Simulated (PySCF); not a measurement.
Correlation energy of Ga⁺ (gallium, charge +1)

[Ar] 3d10 4s2, closed-shell 1S. Calculation: PySCF 2.14, in aug-cc-pVDZ-DK (6s5p3d, 36 functions); the spin-free X2C one-electron Hamiltonian (Gaussian nucleus). Frozen: [Ar] 3d10; 2 electrons correlated.

With two correlated electrons CCSD is exact within the correlated space (frozen core and kept virtual orbitals).

```csv
level,correlation energy (mhartree)
CCSD,-35.74
```

Diagnostics: T1 = 0.0056, D1 = 0.0080, largest double amplitude 0.096.

Cost of the coupled-cluster step: roughly 0.1 core-seconds, for 2 correlated electrons.

Iterations:

```
CC2 = 0
CCSD nocc = 1, nmo = 22
frozen orbitals [0, 1, 2, 3, 4, 5, 6, 7, 8, 9, 10, 11, 12, 13]
max_cycle = 100
direct = 0
conv_tol = 1e-08
conv_tol_normt = 1e-06
diis_space = 8
diis_start_cycle = 0
Init t2, MP2 energy = -1941.90544750547  E_corr(MP2) -0.023616336155258
Init E_corr(CCSD) = -0.0236163361556828
cycle = 1  E_corr(CCSD) = -0.0311531378168784  dE = -0.00753680166  norm(t1,t2) = 0.0447448
cycle = 2  E_corr(CCSD) = -0.033849433866929  dE = -0.00269629605  norm(t1,t2) = 0.0188031
cycle = 3  E_corr(CCSD) = -0.0357613872463018  dE = -0.00191195338  norm(t1,t2) = 0.0083404
cycle = 4  E_corr(CCSD) = -0.0357388463023168  dE = 2.2540944e-05  norm(t1,t2) = 0.000345317
cycle = 5  E_corr(CCSD) = -0.0357407334226894  dE = -1.88712037e-06  norm(t1,t2) = 3.9679e-05
cycle = 6  E_corr(CCSD) = -0.0357385100953085  dE = 2.22332738e-06  norm(t1,t2) = 7.9645e-06
cycle = 7  E_corr(CCSD) = -0.0357389435650917  dE = -4.33469783e-07  norm(t1,t2) = 1.93511e-06
cycle = 8  E_corr(CCSD) = -0.0357389370353071  dE = 6.52978462e-09  norm(t1,t2) = 8.60861e-08
CCSD converged
E(CCSD) = -1941.917570106349  E_corr = -0.03573893703530708
```
